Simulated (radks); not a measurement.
All-electron atom: the iodine ion I5+ in [Kr] 4d9 5s2 5p1 (not the ground configuration).

Calculated with a radial shooting solver on a logarithmic mesh with Libxc functionals: scalar-relativistic Kohn-Sham, r2SCAN, spin-polarised, spherical densities, finite nucleus; open shells are filled with parallel spins first (spin-orbit coupling, left out, can overturn this in heavy ions); meta-GGA in the generalised Kohn-Sham scheme; Fermi nuclear charge, rms radius 4.75 fm.

Energy parts (Ry):
total: -14219.07409
kinetic: 14926.12950
electron-nucleus: -34163.29492
Hartree: 5376.49743
exchange-correlation: -358.40610

Orbitals (lengths in bohr, moments of r in powers of bohr):
orbital  occ.  eigenvalue (Ry)   <1/r>      <r^4>
1s up       1        -2433.750   56.83  2.647e-06
1s down     1        -2433.743   56.83  2.647e-06
2s up       1        -381.7112   13.04  0.0004505
2s down     1        -381.6713   13.04  0.0004504
2p up       3        -342.9102   12.46  0.0003262
2p down     3        -342.8767   12.46  0.0003262
3s up       1        -81.64206   4.685    0.01917
3s down     1        -81.63059   4.684    0.01915
3p up       3        -68.98818   4.447    0.02019
3p down     3        -68.97105   4.447    0.02017
3d up       5        -50.07933   4.201    0.01770
3d down     5        -50.04629   4.201    0.01768
4s up       1        -18.62160   1.892     0.5455
4s down     1        -18.50320   1.892     0.5461
4p up       3        -14.59954   1.741     0.7360
4p down     3        -14.48206   1.740     0.7360
4d up       5         -8.67531   1.480      1.411
4d down     4         -8.55755   1.481      1.403
5s up       1         -5.40221  0.7670      15.09
5s down     1         -5.24791  0.7697      15.04
5p up       1         -4.33436  0.6837      23.18
5p down     0         -4.17300  0.6881      22.44

The highest occupied level is 5p up at -58.972 eV. The spin density at the nucleus is -1.457 e/bohr^3 (1s -0.414, 2s -1.286, 3s 1.121, 4s 0.357, 5s -1.235). Summed over all electrons, <r^2> = 26.31 bohr^2, which gives a Langevin (diamagnetic) susceptibility term of -20.8 x 10^-6 cm^3/mol.
